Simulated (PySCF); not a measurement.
Hf(F)4 anion (F4Hf), SMILES [F][Hf]([F])([F])[F] (connectivity only; charge and spin as stated), charge -1, multiplicity 2.

Coordinates come from a r2SCAN-D4/def2-SVPD optimisation. The multiplicity is an assumed one; other spin states were not compared. The isomer is the one that the SMILES or the coordinates give; other isomers of the formula were not compared. The def2 effective core potentials stand for the cores of Hf; spin–orbit coupling is left out.

These are ωB97X/def2-SVPD run with PySCF values and carry that method's errors.

Gas-phase values at a fixed geometry.

Question: Estimate the frontier levels, dipole moment and polarisability. (An estimate is asked for; the answer gives what the named calculation found.)

Answer: 
```json
{
 "α spin, highest occupied and lowest empty level": "-1.92 and 5.17 eV",
 "β spin, highest occupied and lowest empty level": "-8.33 and 3.50 eV",
 "dipole_moment_about_the_centre_of_nuclear_charge": "0.00 D",
 "mean_static_polarisability": "68.1 bohr³ (10.09 Å³)",
 "polarisability_principal_values": "52.7, 52.7, 98.7 bohr³",
 "⟨S²⟩": "0.751 (pure state 0.75)"
}
```
